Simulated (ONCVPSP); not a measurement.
## Pseudopotentials across the periodic table

Generated with ld1.x 7.5 (TM, RRKJ, ultrasoft, PAW), atompaw 4.2 or ONCVPSP 4.0.1. The cutoff is in Ry: for ld1.x and atompaw files where the sum of valence levels is converged to 10 mRy in a Bessel basis, for ONCV files where the hardest occupied wave has 1 mHa per electron of residual kinetic energy. The error is the largest all-electron minus pseudo excitation energy over each file’s own four to seven test configurations (ionisations up to +4, promotions, holes and added fractions of an electron), all of which were solved. The labels leave out finer settings (local radius, basis sizes, second energies), which also bear on the numbers. Spin-polarised tests are not counted. The rows are a selection from randomly drawn settings: files with unsolved tests, undetermined cutoffs or missed reference levels are left out.

A true bound ghost makes a file unfit for plane-wave use even where its test errors are small: the radial tests pick states by their node count and pass the ghost by.

```csv
element,potential,cutoff (Ry),largest error (meV),bound ghosts
Sr,"ONCV, LDA (Perdew-Zunger), fully relativistic, rc 2.10/2.25/1.70 (spd), local d, core correction yes, reference 4s2 4p6 5s2, qcut 4.8/7.6/6.8, projectors 2/3/0",18,-6.3,none
Sn,"ONCV, LDA (Perdew-Wang 92), scalar-relativistic, rc 1.45/1.70/1.20 (spd), local d, core correction yes, reference 4s2 4p6 4d10 5s2 5p2, qcut 8.7/7.7/11.6, projectors 3/3/0",92,-373,none
Ir,"ONCV, PBEsol, fully relativistic, rc 1.70/1.90/1.90/0.50 (spdf), local smoothed, core correction yes, reference 4f13.5 5s2 5p6 5d7.5 6s2, qcut 8.1/6.1/8.1/21.7, projectors 2/1/2/1",1737,-125,"s, p3/2, p1/2"
Pt,"ONCV, LDA (Perdew-Wang 92), fully relativistic, rc 1.85/1.30/1.65 (spd), local smoothed, core correction yes, reference 5s2 5p6 5d9 6s1, qcut 7.3/7/6.1, projectors 2/2/2",54,-2.2,none
```

Problem. Fill in the row for Ne: ONCV, LDA (Perdew-Wang 92), scalar-relativistic, rc 0.60/1.45 (sp), local smoothed, core correction no, reference 2s2 2p5, qcut 12.7/8.9, projectors 2/2.

Solution. cutoff 144 Ry, largest error +1407 meV, bound ghosts: none.

Problem. Fill in the row for F: ONCV, PBE, scalar-relativistic, rc 0.60/1.40/1.25 (spd), local smoothed, core correction yes, reference 2s1.5 2p5.5, qcut 11.8/8.3/7.7, projectors 2/2/2.

Solution. cutoff 205 Ry, largest error +457 meV, bound ghosts: s.

Problem. Fill in the row for Ce: ONCV, LDA (Perdew-Zunger), scalar-relativistic, rc 2.35/2.00/2.00 (spd), local d, core correction no, reference 5s2 5p6, qcut 5/3.3/4.5, projectors 2/1/0.

Solution. cutoff 54 Ry, largest error +263 meV, bound ghosts: none.
